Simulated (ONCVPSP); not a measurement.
PBEsol ONCV dataset for zirconium, fully relativistic all-electron reference.

Zr, optimised norm-conserving Vanderbilt (ONCV), made with ONCVPSP 4.0.1 (PBEsol, fully relativistic). Core [Ar] 3d10, reference 4s2 4p6 4d2 5s1.5 5p0.5. Waves: 4s+5s: rc 1.80 bohr, ncon 5, nbas 9, qcut 7.2 1/bohr, 2 projectors; 4p+5p: rc 2.25 bohr, ncon 4, nbas 7, qcut 7 1/bohr, 2 projectors; 4d: rc 2.70 bohr, ncon 4, nbas 9, qcut 5.3 1/bohr, 2 projectors, debl 1.3 Ha. Local part: polynomial inside 1.40 bohr (lpopt 2, dvloc0 0 Ha). Core correction: none.

Open shells are filled in proportion to 2j + 1.

All-electron outer shells of the reference configuration (PBEsol, scalar-relativistic, ld1.x):

| shell | level (eV) | outermost node (bohr) | outermost maximum (bohr) |
| --- | --- | --- | --- |
| 3p | -318.01 | 0.18 | 0.40 |
| 3d | -175.33 | – | 0.35 |
| 4s | -55.09 | 0.55 | 1.08 |
| 4p | -33.06 | 0.56 | 1.17 |
| 5s | -4.84 | 1.47 | 3.11 |
| 4d | -4.15 | 0.58 | 1.61 |
| 5p | -1.77 | 1.70 | 4.10 |

Calculated quality:

```json
{"Cutoffs needed": "19 Ha and 23 Ha (the cutoffs (Ha) at which the residual kinetic energy of the hardest occupied pseudo-wave falls to 1 and 0.1 mHa per electron)", "Ghost test": "no bound ghost flagged; no localised positive-energy state flagged", "Largest excitation error": "+0.7 meV (all-electron minus pseudo) for 4s2 4p6 4d2 5s0 5p0, out of 4 test configurations"}
```

Generation and tests took about 7.7 s on one core of a shared server CPU.
